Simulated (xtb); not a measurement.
H2OZn, SMILES [ZnH][OH]. All values are semi-empirical tight-binding results from xtb (GFN2-xTB unless named), good for trends rather than for accurate numbers. Geometry: GFN2-xTB.

Optimised geometry:

Bonded distances (Å): Zn1–H2 1.454, Zn1–O3 1.680, O3–H4 0.950. Angles (°): H2–Zn1–O3 152.7, Zn1–O3–H4 143.7.
Charge 0, spin multiplicity 1.

For metal compounds this method's bond lengths and energies can be far off.

The point group as xtb finds it is Cs. The orbital gap is 5.95 eV. The zero-point energy is 10.6 kcal/mol and the G − E(el) at 298.15 K (modified RRHO) comes out as -4.7 kcal/mol.

Computed atomic charges and the Wiberg bond orders between heavy atoms:
charges (e) Zn1 0.28, H2 -0.01, O3 -0.57, H4 0.30. Bond orders Zn1–O3 1.06.
